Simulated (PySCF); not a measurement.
Method: TPSSh-D3(BJ)/def2-TZVP // CAM-B3LYP-D3(BJ)/def2-TZVP (PySCF). Gas-phase values, no solvent. 

Reference species (SMILES): `[c]1cc[nH]c1` (neutral, multiplicity 2).

```
Quantity                          Value
-----------------------------  --------
highest occupied spin orbital  -5.62 eV
dipole moment                    2.57 D
```

Changed species: `[c]1ccc[nH]1` (H atom removed from C3; the reference has H atom removed from C1).

Q: Predict the effect on the highest occupied spin orbital and dipole moment.

A: the highest occupied spin orbital increases by 0.13 eV, to -5.49 eV; the dipole moment decreases by 0.80 D, to 1.77 D.
